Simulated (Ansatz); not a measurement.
Coupled-cluster diagnostics for the cluster Be₄S₄⁺, Ansatz.

Geometry of the doublet (PBE-D4/def2-SVP):

```xyz
8

Be   -1.114    0.829   -0.392
Be    1.148    0.338   -0.684
Be    0.213    0.009    1.428
Be    0.014   -1.584   -0.725
S    -0.408   -0.198   -2.051
S     0.478    1.886    0.502
S     1.492   -1.372    0.553
S    -1.821    0.091    1.369
```

Correlated methods freeze 20 core orbitals. Another isomer (doublet) lies 0.12 eV lower at PBE0-D4/def2-TZVP; other spin states weren't run for this one.

Question: Estimate the CCSD(T) correlation energy, the shares of MP2 and (T), T1 and the reference's ⟨S²⟩ for: charge 1, doublet, own geometry in def2-SVP; and the rough time on 4 threads of Intel Xeon Platinum 8488C on a shared host.

Answer: 
| state | basis | correlation (eV) | MP2 share (%) | (T) share (%) | T1 | ⟨S²⟩ (pure) | wall time |
| --- | --- | --- | --- | --- | --- | --- | --- |
| charge 1, doublet, own geometry | def2-SVP | -18.221 | 88.5 | 3.9 | 0.020 | 0.76 (0.75) | 18 s |
Customary marks for T1 are 0.02 (closed shells), 0.045 (open shells) and about 0.05 (3d metals). T1 stays under 0.02 throughout.
